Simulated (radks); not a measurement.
Results of a calculation; reference values are marked as such.
Problem. Radial electron density D(r) = 4 pi r^2 rho(r) of an atom or ion with 16 electrons. Code: a radial shooting solver on a logarithmic mesh with Libxc functionals. Model: scalar-relativistic Kohn-Sham, Slater X-alpha with alpha = 0.624, spin-polarised, spherical densities, finite nucleus; Fermi nuclear charge, rms radius of each element as measured or else 0.836 A^(1/3) + 0.57 fm.

```
   r/bohr * D(r) (the largest magnitude, 18.2, reaches the edge; | marks zero)
  0.01087 |        *
  0.01235 |          *
  0.01393 |            *
  0.01583 |              *
  0.01799 |                  *
  0.02028 |                     *
  0.02305 |                         *
  0.02599 |                             *
  0.02954 |                                  *
  0.03331 |                                      *
  0.03785 |                                           *
  0.04268 |                                               *
  0.04851 |                                                  *
  0.05469 |                                                     *
  0.06216 |                                                      *
  0.07009 |                                                      *
  0.07966 |                                                    *
  0.09053 |                                                  *
   0.1021 |                                              *
    0.116 |                                          *
   0.1308 |                                      *
   0.1487 |                                    *
   0.1676 |                                   *
   0.1905 |                                     *
   0.2148 |                                        *
   0.2441 |                                            *
   0.2753 |                                                *
   0.3128 |                                                   *
   0.3556 |                                                    *
   0.4009 |                                                 *
   0.4556 |                                            *
   0.5137 |                                    *
   0.5839 |                            *
   0.6583 |                    *
   0.7482 |              *
   0.8436 |          *
   0.9588 |        *
    1.081 |        *
    1.229 |         *
    1.385 |         *
    1.575 |         *
     1.79 |        *
    2.018 |       *
    2.293 |     *
    2.586 |    *
    2.939 |  *
    3.313 | *
    3.766 |*
    4.246 |*
    4.826 *
    5.441 *
    6.184 *
    6.972 *
    7.925 *
```

What is the nuclear charge?

Solution. Z = 16. The innermost maximum, from 1s, lies near gamma/Z bohr with gamma = sqrt(1 - (Z/c)^2) = 0.993, here 0.0621 bohr (found: 0.0657), and its height grows with Z. The density is that of neutral sulfur in [Ne] 3s2 3p4; the configuration itself is not fixed sharply by these data, and Z only to about a unit. D(r) has 3 maxima, at r = 0.0657, 0.342, 1.48 bohr, and minima at 0.165, 1.02 bohr, inside which lie 2.19, 10.38 electrons.
